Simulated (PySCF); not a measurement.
SMILES [SeH][Ga]([SeH])[SeH] (H₃GaSe₃) (PBE0/def2-SVP optimised geometry):

```
7

Ga    -0.553    -0.005     0.000
Se    -1.693    -2.033     0.001
H     -0.440    -2.806    -0.007
Se    -1.856     1.923     0.000
H     -0.679     2.806     0.004
Se     1.776    -0.005     0.000
H      1.856     1.464    -0.003
```

Method: PBE0/def2-TZVP in PySCF.

Question: What are the frontier orbital energies and the dipole moment?

Answer: HOMO-2 -8.11 eV, HOMO-1 -7.30 eV, HOMO -7.25 eV, LUMO -1.37 eV, LUMO+1 -1.04 eV; dipole moment 1.13 D.

Meta-Löwdin charges at PBE0/def2-TZVP: Ga1 0.32, Se2 -0.19, H3 0.08, Se4 -0.18, H5 0.08, Se6 -0.19, H7 0.08.
